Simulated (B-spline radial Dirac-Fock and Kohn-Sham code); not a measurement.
Core-level shifts of arsenic with charge state

The computed values come from a radial atomic solver: Dirac-Fock (average of configuration) total-energy differences with a finite nucleus, the Breit interaction including its frequency dependence, and self-energy and vacuum-polarisation corrections. Each ion is free and in its tabulated ground configuration. No correlation.

Reference: As, [Ar] 3d10 4s2 4p3, with K (1s) 11874.8 eV, L3 (2p3/2) 1332.4 eV, M1 (3s) 217.1 eV, M4 (3d3/2) 49.27 eV, N1 (4s) 18.41 eV, Kα1 (K-L3) 10542.4 eV, Kβ1 (K-M3) 11722.9 eV, Lα1 (L3-M5) 1283.9 eV. Shifts from it, in eV (a dash: the subshell is empty, belongs to an open shell averaged over j, or its hole state is left out as unreliable):

```
 ion      configuration  K (1s)  L3 (2p3/2)  M1 (3s)  M4 (3d3/2)  N1 (4s)    Kα1    Kβ1    Lα1
 As⁺  [Ar] 3d10 4s2 4p2   +11.2       +11.0    +10.9       +10.9     +8.8  +0.15  +0.31  +0.17
As²⁺  [Ar] 3d10 4s2 4p1   +24.1       +23.7    +23.4       +23.3    +18.7  +0.40  +0.82  +0.45
As³⁺      [Ar] 3d10 4s2       ?           ?        ?           ?        ?      ?      ?      ?
As⁴⁺      [Ar] 3d10 4s1   +55.6       +54.6        –       +53.2    +43.2  +1.00  +2.27  +1.36
As⁵⁺          [Ar] 3d10   +74.0       +72.4    +70.3       +70.4        –  +1.55  +3.40  +2.00
```

Q: Give the missing shifts for As³⁺.

A: K (1s) +38.6, L3 (2p3/2) +37.9, M1 (3s) +37.2, M4 (3d3/2) +37.0, N1 (4s) +29.4, Kα1 +0.73, Kβ1 +1.55, Lα1 +0.85 (eV).

Over this range K (1s) moves by +74.0 eV and Kα1 by +1.6 eV: a line is a difference of two levels that shift in the same direction.
